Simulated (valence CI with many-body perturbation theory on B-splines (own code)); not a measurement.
The numbers below are computed, except where a source is named.
# Ladder of approximations for Mn12+

Method: valence CI with perturbative core correlation (CI+MBPT): three valence electrons over a frozen Dirac-Fock core [Ne], radial functions for each j: 11 s, 11 p, 9 d, 7 f, 5 g, 2 h, 1 i, with the one-electron correlation potential Σ1 (screened to all orders), the two-electron term Σ2, the three-electron term Σ3, Breit, model QED; selected single and double excitations, second order for the rest, scaled by the run's own slope (own B-spline code, finite nucleus).

No measured spectrum was set against this ion. As an estimate, levels of excited configurations hold to 0.05 to 0.15 % of their energy, terms of the ground configuration to about 0.5 %.

Each rung adds one term. CI alone is the Dirac-Coulomb CI over the frozen core; QED comes last and gives the full result, which names the levels. Energies are above 3s2 3p 2P°_1/2 on the same rung, in cm⁻¹.

Names give the largest LS component (configuration and term), which can be under half, so a name can repeat, a term be missing and a line seem to break the LS rules; names also repeat where a configuration has a term twice.

```
           Level  CI alone
  3s2 3p 2P°_3/2     15580
   3s 3p2 4P_1/2    207964
   3s 3p2 4P_3/2    214190
   3s 3p2 4P_5/2    222325
   3s 3p2 2D_3/2    277233
   3s 3p2 2D_5/2    278928
   3s 3p2 2S_1/2    341914
   3s 3p2 2P_1/2    365086
   3s 3p2 2P_3/2    372612
   3s2 3d 2D_3/2    445294
   3s2 3d 2D_5/2    446903
     3p3 2D°_3/2    535946
     3p3 2D°_5/2    538750
     3p3 4S°_3/2    550578
     3p3 2P°_1/2    599245
3s 3p 3d 4F°_3/2    597943
```

Problem. What do these energies become with core correlation, Breit and QED?

Solution. 3s2 3p 2P°_3/2 15314 (-266); 3s 3p2 4P_1/2 208376 (+411); 3s 3p2 4P_3/2 214500 (+310); 3s 3p2 4P_5/2 222418 (+93); 3s 3p2 2D_3/2 276542 (-691); 3s 3p2 2D_5/2 278151 (-777); 3s 3p2 2S_1/2 339249 (-2666); 3s 3p2 2P_1/2 360677 (-4409); 3s 3p2 2P_3/2 367737 (-4875); 3s2 3d 2D_3/2 440714 (-4579); 3s2 3d 2D_5/2 442216 (-4687); 3p3 2D°_3/2 534525 (-1421); 3p3 2D°_5/2 537288 (-1462); 3p3 4S°_3/2 546377 (-4202); 3p3 2P°_1/2 595903 (-3342); 3s 3p 3d 4F°_3/2 596532 (-1412).

Problem. How does the ionisation energy move along the ladder, and which term matters most?

Solution. CI alone 343.33, + Σ1 344.01, + Σ2 343.81, + Σ3 343.78, + Breit 343.64, + QED 343.65 eV. The largest step is Σ1, 0.68 eV. NIST lists 343.6 ± 0.7 eV (semi-empirical).
